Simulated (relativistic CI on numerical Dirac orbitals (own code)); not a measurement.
One change at a time: Hg68+

Base calculation: Dirac-Coulomb-Breit CI, separate exchange-only KLI orbitals for each configuration, model QED, unscaled Slater integrals.

CI space (outside the closed core [Ne]): 3s2, 3s.3p, 3p2, 3s.3d, 3d2, 3p.3d, 3p.4s, 3d.4s, 3s.4s, 3s.4p, 3s.4d, 3s.4f, 3s.5s, 3s.5p, 3s.5d, 4s2. Levels of other configurations are missing.

Variants: (1) P86 correlation estimate; (2) Breit term removed. Shifts of the energy above 3s2 1S_0, in eV, for the lowest level and the first level of each name with at least 55 % of one term (blank where a level changes its place among those of its configuration and J or its character, or is not in the variant):

| Level | Base | Δ(1) | Δ(2) |
| --- | --- | --- | --- |
| 3s2 1S_0 | 0.00 | 0.00 | 0.00 |
| 3s.3p 3P°_0 | 158.48 | +0.11 | -5.68 |
| 3s.3p 3P°_1 | 176.42 | +0.11 | -5.16 |
| 3p2 3P_0 | 378.17 | +0.20 | -11.46 |
| 3s.3p 3P°_2 | 694.47 | +0.11 | +0.50 |
| 3s.3p 1P°_1 | 736.05 | +0.11 | +0.19 |
| 3p2 3P_1 | 898.04 | +0.21 | -5.56 |
| 3s.3d 3D_1 | 930.71 | -0.01 | +1.88 |
| 3s.3d 3D_2 | 947.28 | +0.03 | +1.42 |
| 3s.3d 3D_3 | 1050.06 | -0.01 | +5.48 |
| 3s.3d 1D_2 | 1069.23 | 0.00 | +4.75 |
| 3p.3d 3F°_2 | 1101.15 | +0.07 | -3.27 |
| 3p2 3P_2 | 1441.72 | +0.20 | +0.54 |
| 3p2 1S_0 | 1463.40 | +0.20 | -0.25 |

At this charge energies of transitions that change n are usually good to better than 1 %, and those within a shell (Δn = 0) to a few per cent.

Ionisation energy from the two ground configurations alone: base 8467.26 eV; Breit term removed 8475.64 eV. The NIST ASD value (theoretical) is 8470 eV.

LS names give the leading component of a level, which can be under half, so a name can repeat, a term be missing and a line seem to break the LS rules.
